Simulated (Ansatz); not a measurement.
Ideal-gas functions of `SC1NBO1` at 400 K and 1 bar, from an Ansatz frequency run at PBE0-D4/def2-TZVP.

Molar mass 88.93 g/mol, point group C1 (symmetry number 1), electronic degeneracy 1, moments of inertia 47.308, 163.721, 190.166 u Å². Harmonic wavenumbers (cm⁻¹, unscaled): 151, 233, 310, 337, 473, 757, 877, 895, 914, 939, 944, 1035, 1170, 1208, 1285, 1303, 1387, 2708, 2720, 3089, 3729.

Use S(trans) = R[1.5 ln M + 2.5 ln T − 1.1517]; rotational temperatures θ = 24.2544 K / I; S(rot) = R[ln(√π/σ · √(T³/θAθBθC)) + 1.5]; for each mode x = 1.438777 ν̃/T, S = R[x/(eˣ − 1) − ln(1 − e⁻ˣ)] and H = RT x/(eˣ − 1); 1 cm⁻¹ = 0.0119627 kJ/mol; R = 8.31446 J/(mol·K).

Q: By hand: the entropy, in J/(mol·K).

A: Translation 170.9. Rotation: θ = 0.5127, 0.1481, 0.1275 K, giving 111.2. Vibration, mode by mode: 13.49, 10.02, 7.83, 7.21, 4.83, 2.16, 1.53, 1.45, 1.38, 1.28, 1.26, 0.97, 0.65, 0.58, 0.46, 0.44, 0.34, 0.01, 0.01, 0.00, 0.00, in all 55.9. Electronic 0.0. Sum 338.0 J/(mol·K).

Q: By hand: H − E and G − E in kJ/mol, counted from the electronic energy.

A: Zero-point energy ½ × 26464 × 0.0119627 = 158.3; thermal vibration 13.3; translation, rotation and pV give 4 RT = 13.3. H − E = 184.9 kJ/mol, and G − E = 184.9 − 400 × 338.0/1000 = 49.7 kJ/mol.

Vibration gives 17 % of the entropy. The sum counts one conformer and one mirror image; others add a mixing term.
